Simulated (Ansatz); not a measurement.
Process, species as SMILES: O[B-][SeH] → B([SeH])[O-]

Wanted: isomerisation energy (electronic), in kcal/mol. Terms: non-relativistic; no spin-orbit coupling; six Cartesian d functions in 6-31G* and its kin unless marked 5d; no dispersion term unless named. First-principles rows: single points at B3LYP-D3(BJ) geometries (Ansatz, a quantum-chemistry and plane-wave program). Anions need diffuse functions, which STO-3G, LANL2DZ, def2-SVP, cc-pVDZ and Pople sets without + lack.

```json
[
 {"species": "O[B-][SeH]", "coefficient": "-1", "E at B3LYP/6-31G* (Ansatz), Eh": "-2502.56626", "E at PBE0/def2-TZVPD (Ansatz), Eh": "-2502.49610"},
 {"species": "[O-]B[SeH]", "coefficient": "+1", "E at B3LYP/6-31G* (Ansatz), Eh": "-2502.67591", "E at PBE0/def2-TZVPD (Ansatz), Eh": "-2502.58294"}
]
```

 1 Eh = 627.5095 kcal/mol.

Problem. Work the quantity out at each level.

Solution. 
- B3LYP/6-31G*: the sum of coefficient times E is -0.10965 Eh, or -68.81 kcal/mol. Result: -68.8 kcal/mol.
- PBE0/def2-TZVPD: the sum of coefficient times E is -0.08684 Eh, or -54.49 kcal/mol. Result: -54.5 kcal/mol.
